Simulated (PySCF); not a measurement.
# SeBr at M06

Level: M06. basis Se x2c-SVPall, Br x2c-SVPall; spin-free X2C with a Gaussian nucleus; PySCF 2.14.

```json
{
 "state": "²Π (doublet), unpaired electrons π ↑",
 "bond length": "2.287 Å",
 "harmonic wavenumber": "320 cm⁻¹",
 "force constant": "2.39 mdyn/Å",
 "rotational constant Be": "0.08118 cm⁻¹",
 "anharmonicity ωexe": "0.900 cm⁻¹",
 "vibration–rotation constant αe": "0.000299 cm⁻¹",
 "well depth De to Se + Br": "56.1 kcal/mol",
 "dissociation energy D0": "55.7 kcal/mol",
 "bond order (Mayer)": "1.25",
 "dipole moment (positive dipole means Se(−)Br(+))": "-0.38 D"
}
```

Spin–orbit coupling is left out. The state was picked by a PBE0 search and need not be the measured ground state.
